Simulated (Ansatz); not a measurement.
`FBN[CH2][SnH3]` + H₂Se → `[SeH][SnH3]` + `CNBF` at 298.15 K and 1 bar (ligand exchange at the Sn–C bond).

Calculated with Ansatz (gas phase, PBE0-D4/def2-TZVP geometries, no zero-point term in ΔE). CCSD(T)/CBS adds triple-zeta CCSD(T) − MP2 to the extrapolated MP2 energy (def2 sets, frozen cores). This one scheme is used for every species. def2 core potentials past Kr. For Se, Sn outer-core shells are correlated without core-valence functions, which leaves a few kJ/mol of doubt a bond. Scalar relativity is left out up to krypton. Each species was taken in one conformer, which may not be the lowest.

```
         species  CCSD(T)/CBS energy (Eh)  H − E (kJ/mol)  S (J/(mol·K))
`FBN[CH2][SnH3]`               -435.64520           235.9          375.9
            H₂Se              -2401.89790            45.8          219.1
   `[SeH][SnH3]`              -2617.13827            89.3          315.0
          `CNBF`               -220.44549           202.3          291.0
```

H − E and S are ideal-gas, rigid-rotor, harmonic terms from PBE0-D4/def2-TZVP, for one conformer and one mirror image of each species. 1 Eh = 2625.50 kJ/mol, R = 8.31446 J/(mol·K).

Q: By hand: ΔE, ΔH, ΔS and ΔG.

A: ΔE = (-2617.13827) + (-220.44549) − (-435.64520) − (-2401.89790) = -0.04066 Eh = -106.8 kJ/mol. Δ(H − E) = 89.3 + 202.3 − 235.9 − 45.8 = 9.9, so ΔH = -96.9 kJ/mol. ΔS = 315.0 + 291.0 − 375.9 − 219.1 = 11.0 J/(mol·K). ΔG = -96.9 − 298.15 × (11.0)/1000 = -100.2 kJ/mol.

Q: By hand: the equilibrium constant, and the temperature at which ΔG would vanish if ΔH and ΔS stayed fixed.

A: log₁₀ K = −ΔG/(RT ln 10) = 17.6. ΔH and −TΔS have one sign here, so there is no such temperature.

The number of gas molecules stays the same, so ΔS is small and ΔH decides. A doubt of 5 kJ/mol in ΔE shifts log₁₀ K by 0.9 here. Other conformers and mirror images would add mixing entropy, several J/(mol·K) or more a flexible species. Modes under 60 cm⁻¹, often nearly free rotors, make the harmonic entropy too high. These are equilibria of isolated gas molecules and say nothing of rates. Largest T1 diagnostic: 0.013 (customary marks: 0.02 for closed shells, 0.045 for open ones).

ΔS is within the doubt of such terms, so its sign, and with it that verdict, could turn.
